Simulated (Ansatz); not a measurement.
# Nudged elastic band run: C3H7AsGe

Input file:

```yaml
crystal:
  periodic: [false, false, false]
  atoms:
    - { symbol: As, position_ang: [1.237311, 1.795982, 0.010831] }
    - { symbol: C, position_ang: [-0.090239, 0.363966, 0.476479] }
    - { symbol: C, position_ang: [-1.126601, 0.112426, -0.602813] }
    - { symbol: C, position_ang: [-0.961149, -1.130556, -1.127727] }
    - { symbol: Ge, position_ang: [0.51947, -1.523495, 0.093801] }
    - { symbol: H, position_ang: [1.893714, 1.808881, 1.407674] }
    - { symbol: H, position_ang: [0.323184, 2.981673, 0.402643] }
    - { symbol: H, position_ang: [-0.509861, 0.554245, 1.48469] }
    - { symbol: H, position_ang: [-1.891106, 0.857883, -0.903795] }
    - { symbol: H, position_ang: [-1.543769, -1.606127, -1.931075] }
    - { symbol: H, position_ang: [0.276177, -2.57301, 1.214246] }
    - { symbol: H, position_ang: [1.949669, -1.696969, -0.490953] }
basis:
  gaussian: { orbitals: def2-SVP }
hamiltonian:
  xc: pbe
  dispersion: d4
neb:
  order_check: false
  images: 4
  f_tol: 0.05
  max_iterations: 60
  climbing: false
  final_atoms:
    - { symbol: As, position_ang: [1.17001649, 1.76484307, 0.89303254] }
    - { symbol: C, position_ang: [-0.17906146, 0.29520033, 0.77600806] }
    - { symbol: C, position_ang: [-1.01731234, 0.21294503, -0.48153039] }
    - { symbol: C, position_ang: [-0.76423141, -0.95343024, -1.13290971] }
    - { symbol: Ge, position_ang: [0.50791519, -1.52901263, 0.24101196] }
    - { symbol: H, position_ang: [1.6821942, 1.57445364, -0.54981753] }
    - { symbol: H, position_ang: [0.21028095, 2.88705461, 0.43148237] }
    - { symbol: H, position_ang: [-0.75936009, 0.32836984, 1.72222888] }
    - { symbol: H, position_ang: [-1.71278243, 1.01531559, -0.80189009] }
    - { symbol: H, position_ang: [-1.19818003, -1.30654664, -2.08015806] }
    - { symbol: H, position_ang: [0.12268567, -2.72973196, 1.14990323] }
    - { symbol: H, position_ang: [2.01463527, -1.61456165, -0.13336027] }
  initial_path:
    images:
      - { positions_ang: [[1.237311, 1.795982, 0.010831], [-0.090239, 0.363966, 0.476479], [-1.126601, 0.112426, -0.602813], [-0.961149, -1.130556, -1.127727], [0.51947, -1.523495, 0.093801], [1.893714, 1.808881, 1.407674], [0.323184, 2.981673, 0.402643], [-0.509861, 0.554245, 1.48469], [-1.891106, 0.857883, -0.903795], [-1.543769, -1.606127, -1.931075], [0.276177, -2.57301, 1.214246], [1.949669, -1.696969, -0.490953]] }
      - { positions_ang: [[1.18786953, 1.77165915, 0.16296262], [-0.14223079, 0.33486555, 0.51819195], [-1.17477753, 0.18561089, -0.58224199], [-0.88369423, -1.04955063, -1.09776135], [0.54237638, -1.43535712, 0.13612641], [2.03974128, 1.46419431, 1.25217739], [0.2058916, 2.87235, 0.12492521], [-0.57637523, 0.45871021, 1.52001071], [-1.92393314, 0.92438726, -0.85640463], [-1.40874528, -1.57227309, -1.90806809], [0.24164825, -2.51614325, 1.22083759], [1.96902917, -1.49355427, -0.45675481]] }
      - { positions_ang: [[1.13842805, 1.7473363, 0.31509424], [-0.19422259, 0.3057651, 0.55990489], [-1.22295406, 0.25879578, -0.56167098], [-0.80623946, -0.96854525, -1.06779571], [0.56528276, -1.34721925, 0.17845182], [2.18576856, 1.11950762, 1.09668077], [0.08859921, 2.76302699, -0.15279258], [-0.64288946, 0.36317542, 1.55533143], [-1.95676029, 0.99089152, -0.80901426], [-1.27372156, -1.53841917, -1.88506118], [0.2071195, -2.45927651, 1.22742918], [1.98838933, -1.29013955, -0.42255662]] }
      - { positions_ang: [[1.12496915, 1.74110851, 0.49153455], [-0.21198708, 0.29201197, 0.6198107], [-1.20109632, 0.27889959, -0.53741446], [-0.76685594, -0.9331201, -1.06883225], [0.5629718, -1.34832278, 0.20789401], [2.1434646, 1.07262215, 0.70518247], [0.0660186, 2.74410331, -0.1470247], [-0.69278928, 0.31800038, 1.6028392], [-1.92109557, 1.02237804, -0.78863328], [-1.20460376, -1.4785031, -1.91487779], [0.17642123, -2.4906209, 1.21456063], [2.00138259, -1.27365808, -0.35103808]] }
      - { positions_ang: [[1.14749282, 1.75297579, 0.69228355], [-0.19552427, 0.29360615, 0.69790938], [-1.10920433, 0.24592231, -0.50947242], [-0.76554367, -0.94327517, -1.10087098], [0.5354435, -1.4386677, 0.22445299], [1.9128294, 1.3235379, 0.07768247], [0.13814977, 2.81557896, 0.14222883], [-0.72607469, 0.32318511, 1.66253404], [-1.816939, 1.01884682, -0.79526169], [-1.2013919, -1.39252487, -1.99751792], [0.14955345, -2.61017643, 1.18223193], [2.00800893, -1.44410987, -0.24219917]] }
      - { positions_ang: [[1.17001649, 1.76484307, 0.89303254], [-0.17906146, 0.29520033, 0.77600806], [-1.01731234, 0.21294503, -0.48153039], [-0.76423141, -0.95343024, -1.13290971], [0.50791519, -1.52901263, 0.24101196], [1.6821942, 1.57445364, -0.54981753], [0.21028095, 2.88705461, 0.43148237], [-0.75936009, 0.32836984, 1.72222888], [-1.71278243, 1.01531559, -0.80189009], [-1.19818003, -1.30654664, -2.08015806], [0.12268567, -2.72973196, 1.14990323], [2.01463527, -1.61456165, -0.13336027]] }
```

Run as:

```bash
$ ansatz run input.yaml --threads 2 --pin off --max-ram 3072MiB --backend cpu --events-out ev --progress --plain --runs-dir out
```

Output, in part (warnings, iteration lines, the closing report on the highest movable image, with atoms numbered from 0):

```
NEB end point (image 0): max|allowed force component| = 8.929e-3 eV/Å (the criterion of neb.relax_end_points is 1.000e-2)
NEB end point (image 5): max|allowed force component| = 8.381e-3 eV/Å (the criterion of neb.relax_end_points is 1.000e-2)
NEB iter   1: max|band force component| = 1.946e1 eV/Å  barrier→ = 4.8268 eV  barrier← = 4.8793 eV  Δτ_max = 0.2000 Å  (200 SCF iters)
NEB iter   2: max|band force component| = 5.472e0 eV/Å  barrier→ = 2.0122 eV  barrier← = 2.0647 eV  Δτ_max = 0.2000 Å  (151 SCF iters)
NEB iter   3: max|band force component| = 2.739e0 eV/Å  barrier→ = 1.2216 eV  barrier← = 1.2741 eV  Δτ_max = 0.1803 Å  (138 SCF iters)
NEB iter   4: max|band force component| = 8.611e-1 eV/Å  barrier→ = 1.1591 eV  barrier← = 1.2116 eV  Δτ_max = 0.1156 Å  (123 SCF iters)
NEB iter   5: max|band force component| = 4.872e-1 eV/Å  barrier→ = 1.1211 eV  barrier← = 1.1736 eV  Δτ_max = 0.0779 Å  (123 SCF iters)
NEB iter   6: max|band force component| = 2.867e-1 eV/Å  barrier→ = 1.0258 eV  barrier← = 1.0783 eV  Δτ_max = 0.0727 Å  (123 SCF iters)
NEB iter   7: max|band force component| = 1.951e-1 eV/Å  barrier→ = 1.0037 eV  barrier← = 1.0562 eV  Δτ_max = 0.1267 Å  (126 SCF iters)
NEB iter   8: max|band force component| = 1.901e-1 eV/Å  barrier→ = 0.9847 eV  barrier← = 1.0372 eV  Δτ_max = 0.1995 Å  (126 SCF iters)
NEB iter   9: max|band force component| = 2.797e-1 eV/Å  barrier→ = 0.9599 eV  barrier← = 1.0124 eV  Δτ_max = 0.1003 Å  (121 SCF iters)
NEB iter  10: max|band force component| = 2.405e-1 eV/Å  barrier→ = 0.9341 eV  barrier← = 0.9866 eV  Δτ_max = 0.1001 Å  (123 SCF iters)
NEB iter  11: max|band force component| = 1.485e-1 eV/Å  barrier→ = 0.9179 eV  barrier← = 0.9704 eV  Δτ_max = 0.1002 Å  (124 SCF iters)
NEB iter  12: max|band force component| = 1.194e-1 eV/Å  barrier→ = 0.8952 eV  barrier← = 0.9477 eV  Δτ_max = 0.0997 Å  (125 SCF iters)
NEB iter  13: max|band force component| = 1.518e-1 eV/Å  barrier→ = 0.8899 eV  barrier← = 0.9424 eV  Δτ_max = 0.0501 Å  (126 SCF iters)
NEB iter  14: max|band force component| = 1.112e-1 eV/Å  barrier→ = 0.8837 eV  barrier← = 0.9362 eV  Δτ_max = 0.0501 Å  (125 SCF iters)
NEB iter  15: max|band force component| = 6.397e-2 eV/Å  barrier→ = 0.8788 eV  barrier← = 0.9313 eV  Δτ_max = 0.0499 Å  (129 SCF iters)
NEB iter  16: max|band force component| = 5.209e-2 eV/Å  barrier→ = 0.8673 eV  barrier← = 0.9198 eV  Δτ_max = 0.0499 Å  (129 SCF iters)
NEB iter  17: max|band force component| = 3.161e-2 eV/Å  barrier→ = 0.8603 eV  barrier← = 0.9127 eV  Δτ_max = 0.0000 Å  (249 SCF iters)
Total energy: -120543.23717133 eV, -4429.8822589057 hartree
Atom 0 at     1.060711     1.773653     0.876817 Å, force     0.446351    -0.434233     2.456876 eV/Å
Atom 1 at    -0.290477     0.405456     0.475191 Å, force    -0.057611     0.032624    -0.128192 eV/Å
Atom 2 at    -1.168235     0.085058    -0.720158 Å, force     0.067498     0.051613    -0.092841 eV/Å
Atom 3 at    -0.968341    -1.208673    -1.085320 Å, force     0.010218     0.048987    -0.052889 eV/Å
Atom 4 at     0.470733    -1.452966     0.222197 Å, force    -0.005812     0.005342     0.002744 eV/Å
Atom 5 at     2.362471     1.594977     0.129256 Å, force    -0.239399     0.180222    -1.053512 eV/Å
Atom 6 at     0.616912     3.214546     0.719310 Å, force    -0.178326     0.125642    -0.981478 eV/Å
Atom 7 at    -0.877791     0.470116     1.418451 Å, force    -0.050122    -0.068134    -0.106362 eV/Å
Atom 8 at    -1.896615     0.791425    -1.161251 Å, force     0.012553     0.055315    -0.041194 eV/Å
Atom 9 at    -1.494503    -1.779428    -1.865456 Å, force     0.024619     0.016538    -0.017672 eV/Å
Atom 10 at     0.351846    -2.474608     1.386556 Å, force    -0.035767    -0.003854    -0.016043 eV/Å
Atom 11 at     1.910090    -1.474657    -0.361591 Å, force     0.005799    -0.010062     0.030562 eV/Å
Dipole moment:    -0.174137    -0.113900    -0.178908 e Å
```

The forces met the threshold. No image climbed, so the highest image needn't sit at the top of the path. A band with more images between the same ends climbed to 1.74 eV, so this one has probably stepped over the top.

Final band (atoms are numbered from 1 in the order of the input):

```tsv
image	path coordinate (Å)	energy (eV)	height of As1 over the plane of its neighbours (Å)
0	0.00	0.00	-0.90
1	0.83	0.03	-0.89
2	1.66	0.76	-0.49
3	2.49	0.86	0.45
4	3.32	0.05	0.84
5	4.15	-0.05	0.90
```

Run time: 2 min on 2 threads of Intel(R) Xeon(R) 6975P-C (Granite Rapids), on a shared host, peak memory 0.24 GiB.
